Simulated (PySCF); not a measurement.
BaHO, multiplicity 2. Atoms are numbered in the order given.

```xyz
3

Ba     0.0000     0.0000     0.3185
O      0.0000     0.0000    -1.8740
H      0.0000     0.0000    -2.8417
```
Charge 0, spin multiplicity 2.

Coordinates come from a PBE-D3(BJ)/def2-TZVPD optimisation. The def2 effective core potentials stand for the cores of Ba; spin–orbit coupling is left out.

Computed with PySCF with ωB97X/def2-TZVPD.

The molecule is in vacuum.

```json
{
  "total_energy": "-101.36272 hartree",
  "point_group": "C∞v",
  "α spin, highest occupied and lowest empty level": "-4.35 and 0.34 eV",
  "β spin, highest occupied and lowest empty level": "-10.16 and 1.70 eV",
  "dipole_moment": "0.69 D",
  "mean_static_polarisability": "363.2 bohr³ (53.81 Å³)",
  "polarisability_principal_values": "265.6, 412.0, 412.0 bohr³",
  "⟨S²⟩": "0.751 (pure state 0.75)"
}
```
